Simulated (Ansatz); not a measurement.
This geometry of BrH + H4Sn (7 atoms, charge 0, multiplicity 1) is a first-order saddle point.

Theory: RKS PBE0/def2-SVP in Ansatz.

```xyz
7
Properties=species:S:1:pos:R:3
Sn -0.173 0.000 -0.131
H -0.048 0.000 1.859
H 1.553 0.000 -0.010
H -0.682 1.485 -0.777
H -0.682 -1.485 -0.777
Br -2.749 0.000 1.357
H -0.970 0.000 1.887
```

Which two structures does it join? (They come from a converged band through this point; their orientation in space is the band's.)

Bonds broken: Sn1–H2, Br6–H7. Bonds formed: Sn1–Br6, H2–H7. BrH + H4Sn becomes BrH3Sn + H2.

Initial state:

```xyz
7
Properties=species:S:1:pos:R:3
Sn 0.352 0.000 -0.197
H 0.159 0.000 1.510
H 2.023 0.000 -0.567
H -0.389 1.399 -0.840
H -0.389 -1.399 -0.840
Br -3.442 0.000 1.989
H -2.066 0.000 2.353
```

Final state:

```xyz
7
Properties=species:S:1:pos:R:3
Sn -0.432 0.000 -0.806
H -0.057 0.000 3.675
H 0.863 0.000 0.306
H -0.478 1.419 -1.755
H -0.478 -1.419 -1.755
Br -2.531 0.000 0.562
H -0.638 0.000 3.181
```

How far does it lie above each of them?

1.17 eV above the first and 1.89 eV above the second. This is the barrier of this one path; another mechanism may lie lower. The orbitals stay closed-shell, which can raise the energy where a bond breaks towards radicals; this wasn't checked here.

The run took 3 min on 1 thread of Intel(R) Xeon(R) 6975P-C (Granite Rapids), with other jobs on the host, peak memory 0.22 GiB.
